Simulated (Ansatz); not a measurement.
# Nudged elastic band run: GaH₅S

Input file:

```yaml
crystal:
  periodic: [false, false, false]
  atoms:
    - { symbol: Ga, position_ang: [-0.018958, 0.116555, -0.023144] }
    - { symbol: H, position_ang: [-0.511341, 0.565106, 1.409286] }
    - { symbol: H, position_ang: [1.509404, 0.257357, -0.383787] }
    - { symbol: H, position_ang: [-1.080571, -0.035816, -1.179791] }
    - { symbol: S, position_ang: [0.100355, -2.515017, 0.51039] }
    - { symbol: H, position_ang: [-1.152867, -2.629479, 1.009154] }
    - { symbol: H, position_ang: [0.654578, -2.423606, 1.741692] }
basis:
  gaussian: { orbitals: def2-SVP }
hamiltonian:
  xc: b3lyp
  dispersion: d4
neb:
  order_check: false
  images: 7
  f_tol: 0.05
  max_iterations: 60
  final_atoms:
    - { symbol: Ga, position_ang: [0.10462263, -0.69557862, -0.41778941] }
    - { symbol: H, position_ang: [0.0592698, 0.37313563, 2.26366969] }
    - { symbol: H, position_ang: [1.50238774, -0.00913912, -0.55409558] }
    - { symbol: H, position_ang: [-1.29588743, -0.01807202, -0.58123572] }
    - { symbol: S, position_ang: [0.18397143, -2.8810146, -0.01719599] }
    - { symbol: H, position_ang: [-1.1576433, -3.05252587, 0.03605399] }
    - { symbol: H, position_ang: [0.10387914, -0.38170539, 2.35439302] }
  initial_path:
    images:
      - { positions_ang: [[-0.018958, 0.116555, -0.023144], [-0.511341, 0.565106, 1.409286], [1.509404, 0.257357, -0.383787], [-1.080571, -0.035816, -1.179791], [0.100355, -2.515017, 0.51039], [-1.152867, -2.629479, 1.009154], [0.654578, -2.423606, 1.741692]] }
      - { positions_ang: [[0.00549073, 0.08188924, -0.02400854], [-0.37660292, 0.43388733, 1.52988992], [1.49592705, 0.15739596, -0.48074588], [-1.12441192, -0.01503808, -1.09739197], [0.07329643, -2.4944033, 0.59792539], [-1.06407492, -2.77596432, 0.759372], [0.49097555, -2.05266682, 1.79875908]] }
      - { positions_ang: [[0.02993947, 0.04722348, -0.02487309], [-0.24186484, 0.30266866, 1.65049385], [1.4824501, 0.05743491, -0.57770476], [-1.16825285, 0.00573984, -1.01499295], [0.04623787, -2.4737896, 0.68546078], [-0.97528284, -2.92244964, 0.50959], [0.3273731, -1.68172765, 1.85582616]] }
      - { positions_ang: [[0.0543882, 0.01255772, -0.02573763], [-0.10712677, 0.17144999, 1.77109777], [1.46897315, -0.04252613, -0.67466364], [-1.21209377, 0.02651775, -0.93259392], [0.0191793, -2.4531759, 0.77299617], [-0.88649077, -3.06893495, 0.259808], [0.16377065, -1.31078847, 1.91289324]] }
      - { positions_ang: [[0.07883694, -0.02210805, -0.02660217], [0.02761131, 0.04023132, 1.8917017], [1.4554962, -0.14248718, -0.77162252], [-1.2559347, 0.04729567, -0.85019489], [-0.00787926, -2.43256219, 0.86053157], [-0.79769869, -3.21542027, 0.010026], [0.0001682, -0.9398493, 1.96996032]] }
      - { positions_ang: [[0.08528336, -0.19047569, -0.12439898], [0.03552593, 0.1234574, 1.9846937], [1.46721908, -0.10915016, -0.71724078], [-1.26592288, 0.03095375, -0.7829551], [0.04008341, -2.5446753, 0.64109968], [-0.88768484, -3.17469667, 0.016533], [0.02609593, -0.80031332, 2.06606849]] }
      - { positions_ang: [[0.09172978, -0.35884333, -0.22219579], [0.04344055, 0.20668348, 2.0776857], [1.47894197, -0.07581315, -0.66285905], [-1.27591106, 0.01461183, -0.71571531], [0.08804608, -2.6567884, 0.42166779], [-0.97767099, -3.13397307, 0.02304], [0.05202367, -0.66077735, 2.16217667]] }
      - { positions_ang: [[0.09817621, -0.52721098, -0.3199926], [0.05135517, 0.28990955, 2.17067769], [1.49066485, -0.04247613, -0.60847731], [-1.28589924, -0.0017301, -0.64847552], [0.13600876, -2.7689015, 0.2022359], [-1.06765715, -3.09324947, 0.029547], [0.0779514, -0.52124137, 2.25828484]] }
      - { positions_ang: [[0.10462263, -0.69557862, -0.41778941], [0.0592698, 0.37313563, 2.26366969], [1.50238774, -0.00913912, -0.55409558], [-1.29588743, -0.01807202, -0.58123572], [0.18397143, -2.8810146, -0.01719599], [-1.1576433, -3.05252587, 0.03605399], [0.10387914, -0.38170539, 2.35439302]] }
```

Run as:

```bash
$ ansatz run input.yaml --threads 1 --pin off --max-ram 2048MiB --backend cpu --events-out ev --progress --plain --runs-dir out
```

Output, in part (warnings, iteration lines, the closing report on the highest movable image, with atoms numbered from 0):

```
NEB end point (image 0): max|allowed force component| = 1.357e-2 eV/Å (the criterion of neb.relax_end_points is 1.000e-2)
NEB end point (image 8): max|allowed force component| = 1.225e-2 eV/Å (the criterion of neb.relax_end_points is 1.000e-2)
NEB iter   1: max|band force component| = 1.195e1 eV/Å  barrier→ = 2.3478 eV  barrier← = 2.7028 eV  Δτ_max = 0.2000 Å  (201 SCF iters)
NEB iter   2: max|band force component| = 4.468e0 eV/Å  barrier→ = 1.1243 eV  barrier← = 1.4793 eV  Δτ_max = 0.2000 Å  (180 SCF iters)
NEB iter   3: max|band force component| = 1.806e0 eV/Å  barrier→ = 0.8463 eV  barrier← = 1.2013 eV  Δτ_max = 0.2000 Å  (181 SCF iters)
NEB iter   4: max|band force component| = 9.522e-1 eV/Å  barrier→ = 0.8575 eV  barrier← = 1.2125 eV  Δτ_max = 0.2000 Å  (180 SCF iters)
NEB iter   5: max|band force component| = 5.761e-1 eV/Å  barrier→ = 0.7396 eV  barrier← = 1.0946 eV  Δτ_max = 0.2000 Å  (171 SCF iters)
NEB iter   6: max|band force component| = 6.851e-1 eV/Å  barrier→ = 0.5688 eV  barrier← = 0.9238 eV  Δτ_max = 0.0988 Å  (168 SCF iters)
NEB iter   7: max|band force component| = 1.236e0 eV/Å  barrier→ = 0.5294 eV  barrier← = 0.8844 eV  CI = image 5  Δτ_max = 0.2000 Å  (159 SCF iters)
NEB iter   8: max|band force component| = 1.333e0 eV/Å  barrier→ = 0.8310 eV  barrier← = 1.1860 eV  CI = image 5  Δτ_max = 0.1013 Å  (169 SCF iters)
NEB iter   9: max|band force component| = 6.843e-1 eV/Å  barrier→ = 0.7952 eV  barrier← = 1.1502 eV  CI = image 5  Δτ_max = 0.0843 Å  (161 SCF iters)
NEB iter  10: max|band force component| = 4.211e-1 eV/Å  barrier→ = 0.7594 eV  barrier← = 1.1144 eV  CI = image 5  Δτ_max = 0.0844 Å  (160 SCF iters)
NEB iter  11: max|band force component| = 2.053e-1 eV/Å  barrier→ = 0.7532 eV  barrier← = 1.1082 eV  CI = image 5  Δτ_max = 0.0362 Å  (160 SCF iters)
NEB iter  12: max|band force component| = 6.130e-2 eV/Å  barrier→ = 0.7570 eV  barrier← = 1.1120 eV  CI = image 5  Δτ_max = 0.0140 Å  (156 SCF iters)
NEB iter  13: max|band force component| = 2.262e-2 eV/Å  barrier→ = 0.7565 eV  barrier← = 1.1114 eV  CI = image 5  Δτ_max = 0.0000 Å  (309 SCF iters)
Total energy: -63285.66792970 eV, -2325.7053998500 hartree
Atom 0 at     0.112368    -0.211365    -0.098837 Å, force     0.000004    -0.019671    -0.010535 eV/Å
Atom 1 at    -0.071265    -0.110585     1.631331 Å, force    -0.015154    -0.007853     0.018580 eV/Å
Atom 2 at     1.566840     0.217419    -0.445967 Å, force     0.003968     0.000125     0.001065 eV/Å
Atom 3 at    -1.272688     0.040887    -0.763155 Å, force    -0.003609     0.003520    -0.002944 eV/Å
Atom 4 at     0.237126    -2.600632     0.651024 Å, force    -0.005286     0.014667     0.002046 eV/Å
Atom 5 at    -1.100084    -2.802011     0.584091 Å, force    -0.000414     0.004490    -0.000599 eV/Å
Atom 6 at     0.028303    -1.198613     1.525312 Å, force     0.020491     0.004723    -0.007614 eV/Å
Dipole moment:    -0.189079     0.030597     0.015746 e Å
```

The forces met the threshold. A vibrational analysis at the climbing image gives one clearly imaginary mode, 1119i cm⁻¹: a first-order saddle point. The orbitals stay closed-shell, which can raise the energy where a bond breaks towards radicals; this wasn't checked here.

Final band (atoms are numbered from 1 in the order of the input):

| image | path coordinate (Å) | energy (kcal/mol) | Ga1–H2 (Å) | S5–H7 (Å) | H2–H7 (Å) |
| --- | --- | --- | --- | --- | --- |
| 0 | 0.00 | 0.0 | 1.58 | 1.35 | 3.23 |
| 1 | 0.46 | 0.1 | 1.58 | 1.35 | 3.08 |
| 2 | 0.92 | 0.6 | 1.58 | 1.35 | 2.76 |
| 3 | 1.38 | 3.0 | 1.59 | 1.35 | 2.17 |
| 4 | 1.84 | 8.3 | 1.61 | 1.39 | 1.63 |
| 5 | 2.30 | 17.4 | 1.74 | 1.67 | 1.10 |
| 6 | 2.94 | -0.5 | 2.15 | 2.31 | 0.79 |
| 7 | 3.59 | -7.2 | 2.57 | 2.89 | 0.76 |
| 8 | 4.23 | -8.2 | 2.89 | 3.45 | 0.76 |

The run took 3 min on 1 thread of AMD EPYC 7B13 (Zen 3) (shared host), peak memory 0.19 GiB.
